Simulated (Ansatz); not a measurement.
Ansatz (a program for electronic structure) input (CCSD(T)/def2-SVPD):

Ansatz 0.2 input:
```yaml
crystal:
  periodic: [false, false, false]
  atoms:
    - {symbol: In, position_ang: [-0.00000000, -0.00000000, -2.01938987]}
    - {symbol: O, position_ang: [0.00000000, 0.00000000, 0.00000000]}
    - {symbol: In, position_ang: [0.00000000, 0.00000000, 2.01938987]}
basis:
  gaussian:
    orbitals: def2-SVPD
total_charge: 1
magnetization: {spin_polarized: true, initial_magnetization: 1}
correlation: {method: ccsd_t, electrons: outside_noble_gas}
output: {forces: true}
```

Output:

```
Functional definition: HF
integrals: 0.17 GiB planned
1073 factors; integrals over basis functions are off by at most 2.4e-4 eV
mean field: 0.36 GiB planned
mean field evaluation 1: about -12310.8949 eV, gradient 6.2e1 eV
mean field evaluation 2: about -12310.9141 eV, gradient 6.2e1 eV
mean field evaluation 4: about -12327.2237 eV, gradient 9.4e0 eV
mean field evaluation 8: about -12328.1440 eV, gradient 3.3e-1 eV
mean field evaluation 16: about -12328.1545 eV, gradient 2.7e-6 eV
mean field evaluation 32: about -12327.7980 eV, gradient 1.7e-6 eV
mean field evaluation 64: about -12327.7980 eV, gradient 1.1e-3 eV
mean field evaluation 96: about -12327.7980 eV, gradient 2.1e-5 eV
mean field evaluation 128: about -12325.9455 eV, gradient 7.6e-4 eV
mean field evaluation 160: about -12322.7017 eV, gradient 2.2e-4 eV
mean field evaluation 192: about -12322.6074 eV, gradient 1.2e-1 eV
mean field evaluation 224: about -12321.8361 eV, gradient 3.0e-2 eV
mean field evaluation 256: about -12320.0815 eV, gradient 2.7e-1 eV
mean field evaluation 288: about -12319.5426 eV, gradient 5.5e-2 eV
mean field evaluation 320: about -12319.2385 eV, gradient 4.3e-3 eV
mean field evaluation 352: about -12323.2569 eV, gradient 1.2e-2 eV
mean field evaluation 384: about -12320.8669 eV, gradient 2.3e1 eV
mean field evaluation 416: about -12319.1008 eV, gradient 4.8e-2 eV
mean field evaluation 448: about -12322.8586 eV, gradient 1.3e-2 eV
mean field evaluation 480: about -12322.8510 eV, gradient 4.8e-1 eV
mean field evaluation 512: about -12318.6568 eV, gradient 1.8e-1 eV
mean field evaluation 544: about -12322.7017 eV, gradient 3.6e-3 eV
mean field evaluation 576: about -12328.1545 eV, gradient 2.1e-3 eV
mean field -12328.15446429 eV, -453.0513202394 hartree, gradient 2.7e-6 eV, S^2 0.838924; 10 other end points of the search recorded, 0 dependent functions left out
determinant -12328.15446429 eV, -453.0513202394 hartree, with singles and doubles -12335.67335642 eV, -453.3276344286 hartree
determinant -12327.79801858 eV, -453.0382211012 hartree, with singles and doubles -12334.40361230 eV, -453.2809721931 hartree
determinant -12325.94552717 eV, -452.9701432977 hartree, with singles and doubles -12333.80032068 eV, -453.2588016348 hartree
19 core orbitals not correlated, not the lowest: weight in the atoms' cores, before any rotation towards them, 0.800 or more for the frozen orbitals, at most 0.199 for the correlated occupied ones
reference -12328.15446429 eV, -453.0513202394 hartree; 6, 5 occupied and 62, 63 virtual orbitals, 1073 factors
densities: 0.56 GiB planned
second order -6.88914184 eV of doubles, -0.00000000 eV of singles
coupled cluster: 0.39 GiB planned
cycle   1  -7.48839678 eV  change   -9.8e-2 eV  update   2.5e-2
cycle   2  -7.49939730 eV  change   -1.1e-2 eV  update   7.5e-3
cycle   3  -7.50004422 eV  change   -6.5e-4 eV  update   4.7e-3
cycle   4  -7.50467371 eV  change   -4.6e-3 eV  update   1.8e-3
cycle   5  -7.50587918 eV  change   -1.2e-3 eV  update   9.3e-4
cycle   6  -7.50720811 eV  change   -1.3e-3 eV  update   4.5e-4
cycle   7  -7.50747956 eV  change   -2.7e-4 eV  update   1.7e-4
cycle   8  -7.50756931 eV  change   -9.0e-5 eV  update   5.9e-5
cycle   9  -7.50757977 eV  change   -1.0e-5 eV  update   1.8e-5
cycle  10  -7.50757674 eV  change    3.0e-6 eV  update   7.4e-6
cycle  11  -7.50757578 eV  change    9.6e-7 eV  update   3.3e-6
cycle  12  -7.50757501 eV  change    7.7e-7 eV  update   1.4e-6
cycle  13  -7.50757465 eV  change    3.6e-7 eV  update   6.3e-7
cycle  14  -7.50757446 eV  change    1.9e-7 eV  update   3.1e-7
cycle  15  -7.50757439 eV  change    7.7e-8 eV  update   1.3e-7
perturbative correction -0.30608104 eV, -0.0112482707 hartree
the calculation of the forces begins
Total energy: -12335.96811972 eV, -453.3384667801 hartree
Atom 0 at    -0.000000    -0.000000    -2.019390 Å, force     0.000000    -0.000000    -0.630807 eV/Å
Atom 1 at     0.000000     0.000000     0.000000 Å, force    -0.000000    -0.000000    -0.000000 eV/Å
Atom 2 at     0.000000     0.000000     2.019390 Å, force     0.000000     0.000000     0.630807 eV/Å
Dipole moment:    -0.000000    -0.000000    -0.000000 e Å
```
